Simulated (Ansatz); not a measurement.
Job for Ansatz (a program for electronic structure): R-CCSD(T)/aug-cc-pVDZ on H2Se (SMILES [SeH2]) with ghost functions, monomers drawn apart or pushed together. The run froze 14 orbitals, filled d shells among them.

Ansatz 0.2 input:
```yaml
crystal:
  periodic: [false, false, false]
  atoms:
    - {symbol: Se, position_ang: [0.15242801, 0.09390298, 4.64377952]}
    - {symbol: H, position_ang: [-0.27271452, -0.61362607, 5.86465696]}
    - {symbol: H, position_ang: [0.93713182, -1.05374827, 4.17735099]}
basis:
  gaussian:
    orbitals: aug-cc-pVDZ
    ghost_atoms:
      - {symbol: N, position_ang: [-1.09438581, -0.41701169, 0.19488816]}
      - {symbol: C, position_ang: [0.17476864, -0.31409176, -0.25772230]}
      - {symbol: O, position_ang: [1.15684880, -0.19003412, 0.44470138]}
      - {symbol: H, position_ang: [-1.26773666, -0.38533571, 1.19083245]}
      - {symbol: H, position_ang: [-1.86450114, -0.51025516, -0.44307836]}
      - {symbol: H, position_ang: [0.24062549, -0.35618308, -1.36008606]}
magnetization: {spin_polarized: false}
correlation: {method: ccsd_t, electrons: outside_noble_gas}
scf: {lower_state_search: off}
```

Problem. Predict the final total energy.

Solution. -2401.1378 hartree (reference determinant -2400.9748, T1 diagnostic 0.010).

Problem. How many basis functions does it have, and what does it roughly cost on one machine?

Solution. 150 functions; around 12 core-seconds (rough).
